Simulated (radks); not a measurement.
The numbers below are computed, except where a source is named.
Polarisability of the cerium ion Ce3+, [Xe] 4f1, at imaginary frequency. Level of theory: scalar-relativistic Kohn-Sham, LB94 model potential, spin-unpolarised, spherical densities, finite nucleus; Fermi nuclear charge, rms radius 4.8771 fm (a radial shooting solver on a logarithmic mesh with Libxc functionals). Response by self-consistent Sternheimer equations with the Hartree and adiabatic LDA kernel, the relativistic mass of each level held fixed and spin-orbit coupling left out.

w (hartree),alpha1(iw) (bohr^3)
0.00266,7.500
0.0143,7.498
0.0360,7.488
0.0697,7.454
0.118,7.374
0.186,7.209
0.280,6.908
0.413,6.392
0.605,5.565
0.892,4.393
1.35,3.025
2.12,1.780
3.59,0.8857
6.94,0.3410
17.5,0.07719

Static values: alpha1 = 7.500 bohr^3 (1.111 angstrom^3; uncoupled 13.06). C6 = 46.77, triple-dipole C9 = 250.1 atomic units. One-pole (London) frequency 4 C6 / (3 alpha1^2) = 1.109 hartree, against 1.381 for minus the highest occupied eigenvalue.
